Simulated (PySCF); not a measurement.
Species: CH5InS.
Bonds: C1–S2, S2–In3. Hydrogens: H4, H5, H6 on C1; H7, H8 on In3.

Method used: PySCF, PBE0-D3(BJ)/def2-SVP geometry optimisation, gas phase, def2 core potentials past Kr.

(1) Give the optimised bond lengths and angles.

Results:

(1) 
| bond | length (Å) | order |
| --- | --- | --- |
| C1–S2 | 1.826 | single |
| S2–In3 | 2.399 | single |
| C1–H4, C1–H5, C1–H6 | 1.099 | single |
| In3–H7, In3–H8 | 1.722 | single |

Bonds in one row agree within 0.01 Å and their mean is given. Orders are formal, as drawn. A selection of angles:
| angle | degrees |
| --- | --- |
| S2–C1–H4 | 109.4 |
| S2–C1–H5 | 112.5 |
| H4–C1–H5 | 108.8 |
| C1–S2–In3 | 103.5 |
| S2–In3–H7 | 115.2 |
| S2–In3–H8 | 113.6 |
| H7–In3–H8 | 131.1 |

In3 (indium bonded to S and 2 H) is planar (angles 131.1°, 115.2° and 113.6°, sum 360.0°, 0.00 Å off the plane of its three neighbours). S2 (sulfur bonded to C and In) is bent (angle 103.5°).

Point group: near Cs, missed by 0.20 Å at most; the miss may be what the optimiser left on a soft mode. Not checked by PBE0-D3(BJ)/def2-SVP frequencies. One conformer, not necessarily the lowest (C1–S2–In3–H 180° and 0°).
